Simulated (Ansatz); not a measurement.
Program: Ansatz. Geometries: PBE0-D4/def2-TZVP. ΔE: electronic, gas phase. CCSD(T)/CBS is the MP2 limit (def2-TZVPP, def2-QZVPP) plus CCSD(T) − MP2 in def2-TZVPP, frozen cores. This one scheme is used for every species. Functionals use def2-TZVPP. Elements past krypton have def2 core potentials. For In outer-core shells are correlated without core-valence functions, which leaves a few kJ/mol of doubt a bond. One conformer a species, not always the lowest.

`C[N](C)[In]([CH3])[O][SiH3]` + H–F → `[CH3][In]([F])[O][SiH3]` + `CNC`  (ligand exchange at the In–N bond)

`C[N](C)[In]([CH3])[O][SiH3]`:

```xyz
19

C     2.089   -1.427    0.305
N     0.835   -0.864   -0.120
C     0.253   -1.573   -1.228
In    0.023    0.749    0.749
C     0.634    1.972    2.374
O    -1.702    1.245   -0.124
Si   -2.720    0.931   -1.336
H     2.509   -0.873    1.149
H     1.979   -2.476    0.623
H     2.838   -1.415   -0.502
H     0.912   -1.562   -2.109
H    -0.700   -1.132   -1.526
H     0.064   -2.628   -0.978
H    -0.142    1.957    3.139
H     1.572    1.618    2.800
H     0.757    2.995    2.020
H    -3.848    1.905   -1.328
H    -3.304   -0.442   -1.238
H    -2.051    1.019   -2.670
```

H–F:

```xyz
2

F     0.438    0.132   -0.049
H    -0.438   -0.132    0.049
```

`[CH3][In]([F])[O][SiH3]`:

Z-matrix (Å, degrees):
```
C
In 1 2.119
H 1 1.090 2 108.7
H 1 1.089 2 109.4 3 119.5
H 1 1.088 2 109.1 3 -119.4
F 2 1.946 1 123.8 3 91.7
O 2 1.970 1 130.3 3 -88.2
Si 7 1.625 2 137.9 1 -1.7
H 8 1.489 7 110.7 2 118.5
H 8 1.497 7 111.3 2 -1.2
H 8 1.488 7 110.7 2 -121.0
```

`CNC`:

```xyz
10

C    -0.451    0.457    1.024
N    -0.239    0.534   -0.403
C     0.637   -0.505   -0.894
H    -1.162    1.225    1.337
H     0.492    0.651    1.543
H    -0.823   -0.522    1.371
H    -1.127    0.489   -0.885
H     1.639   -0.363   -0.478
H     0.720   -0.440   -1.981
H     0.313   -1.527   -0.632
```

| species | r2SCANh-D4 energy (Eh) |
| --- | --- |
| `C[N](C)[In]([CH3])[O][SiH3]` | -731.17771 |
| H–F | -100.44149 |
| `[CH3][In]([F])[O][SiH3]` | -696.51803 |
| `CNC` | -135.12470 |

(1) Work out ΔE.

Largest T1 diagnostic among the species: 0.015.

Answers

(1) ΔE = (-696.51803) + (-135.12470) − (-731.17771) − (-100.44149) = -0.02353 Eh = -0.64 eV. CCSD(T)/CBS gives -0.48 eV.

The D4 term adds +0.18 eV with B3LYP and +0.10 eV with PBE0; it sums over pairs of atoms, weighted by their polarisabilities, and B3LYP, whose exchange is more repulsive, gets the larger term. At CCSD(T), def2-SVP lies −0.13 eV from the extrapolated value and def2-TZVPP +0.01 eV. Leaving LDA and LC-ωPBE aside and taking each functional with its dispersion term where it has one, the values, not all of them listed here, spread over 0.16 eV, from B97M-V to PBE-QIDH. LDA lies +0.25 eV from PBE without D4.

B3LYP here is the variant with VWN-RPA as its local correlation; programs differ in this.
